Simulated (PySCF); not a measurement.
PbCl₃, SMILES [Cl][Pb-]([Cl])[Cl], charge -1. Geometry: PBE0-D3(BJ)/def2-SVPD. The isomer is the one that the SMILES or the coordinates give; other isomers of the formula were not compared. The def2 effective core potentials stand for the cores of Pb; spin–orbit coupling is left out.

Give the equilibrium geometry at PBE0-D3(BJ)/def2-SVPD (PySCF confirms it by a frequency run) as bond lengths and angles, and its point group. (The exact figures need the calculation; the answer reports its results.)

point group C3v.
Atoms: Pb1 Cl2 Cl3 Cl4. Bonds (Å): Pb1–Cl2 2.615, Pb1–Cl3 2.615, Pb1–Cl4 2.615. Bond angles (°): Cl2–Pb1–Cl3 100.8, Cl2–Pb1–Cl4 100.8, Cl3–Pb1–Cl4 100.8.
Charge -1, spin multiplicity 1.
